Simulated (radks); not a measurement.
Q: Species: neutral cerium. Configuration: [Xe] 4f1 5d1 6s2. Method: Dirac Kohn-Sham, PBE, spin-unpolarised, spherical densities, finite nucleus; open shells fill j = l - 1/2 first; Fermi nuclear charge, rms radius 4.8771 fm; computed with a radial shooting solver on a logarithmic mesh with Libxc functionals. Some entries of the table are withheld. Estimate them.

| orbital | occ. | eigenvalue (eV) | <1/r> (bohr^-1) |
|---|---|---|---|
| 1s1/2 | 2 | -40231.11 | (1) |
| 2s1/2 | 2 | -6438.895 | 14.93 |
| 2p1/2 | 2 | (2) | 14.91 |
| 2p3/2 | 4 | (3) | 13.51 |
| 3s1/2 | 2 | -1386.420 | 5.389 |
| 3p1/2 | 2 | -1234.162 | 5.302 |
| 3p3/2 | 4 | -1146.400 | 4.952 |
| 3d3/2 | 4 | -880.1415 | 4.817 |
| 3d5/2 | 6 | -861.2962 | 4.728 |
| 4s1/2 | 2 | -280.4548 | 2.233 |
| 4p1/2 | 2 | -223.8975 | 2.129 |
| 4p3/2 | 4 | -205.0521 | 2.014 |
| 4d3/2 | 4 | -112.1942 | 1.796 |
| 4d5/2 | 6 | -108.8926 | 1.768 |
| 5s1/2 | 2 | (4) | (5) |
| 5p1/2 | 2 | -25.0642 | 0.7727 |
| 5p3/2 | 4 | -22.3227 | 0.7318 |
| 4f5/2 | 1 | (6) | 1.213 |
| 4f7/2 | 0 | (7) | 1.202 |
| 6s1/2 | 2 | -3.7280 | 0.2888 |
| 5d3/2 | 1 | -3.1445 | 0.4542 |
| 5d5/2 | 0 | -2.9438 | 0.4433 |

A: 
(1) 1s1/2 <1/r> (bohr^-1): 63.34
(2) 2p1/2 eigenvalue (eV): -6079.456
(3) 2p3/2 eigenvalue (eV): -5632.868
(4) 5s1/2 eigenvalue (eV): -40.4627
(5) 5s1/2 <1/r> (bohr^-1): 0.8757
(6) 4f5/2 eigenvalue (eV): -5.4734
(7) 4f7/2 eigenvalue (eV): -5.1422
